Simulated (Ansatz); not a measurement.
# Worked example: CBrCl2F + C2H7Al → CHCl2F + C2H6AlBr

Gas-phase species: CBrCl2F (bromodichlorofluoromethane) `FC(Cl)(Cl)Br`, singlet; C2H7Al `C[CH2][AlH2]`, singlet; CHCl2F (dichlorofluoromethane) `FC(Cl)Cl`, singlet; C2H6AlBr `C[CH2][AlH][Br]`, singlet. The partners trade Br for H: C–Br and Al–H bonds give way to C–H and Al–Br.

Shapes, held fixed at every level: PBE0-D4/def2-TZVP. Flexible molecules stand in one conformer, not always the lowest. Programs: Ansatz 0.2.0. The zero-point and thermal change to 298 K, harmonic and unscaled (PBE0-D4/def2-TZVP), is +15.5 kJ/mol.

At CCSD(T)/def2-TZVPP; 1 Eh = 2625.50 kJ/mol:

```
 species   energy (Eh)
 CBrCl2F  -3629.912342
  C2H7Al   -322.250124
  CHCl2F  -1057.817377
C2H6AlBr  -2894.445642
```

Problem. Work out ΔH(298 K) of the reaction at this level.

Solution. 
1. Products less reactants: (-1057.817377) + (-2894.445642) − [(-3629.912342) + (-322.250124)] = -0.100553 Eh = -264.0 kJ/mol.
2. With the thermal change: -264.0 + (+15.5) = -248.5 kJ/mol.

Other levels give -283.0 (HF/def2-SVP) to -229.7 kJ/mol (SPW92/def2-TZVPP). No measured value is set beside it here. Relativity is left out for Br. Outer-core shells of Br are correlated, in sets that cover them unevenly.
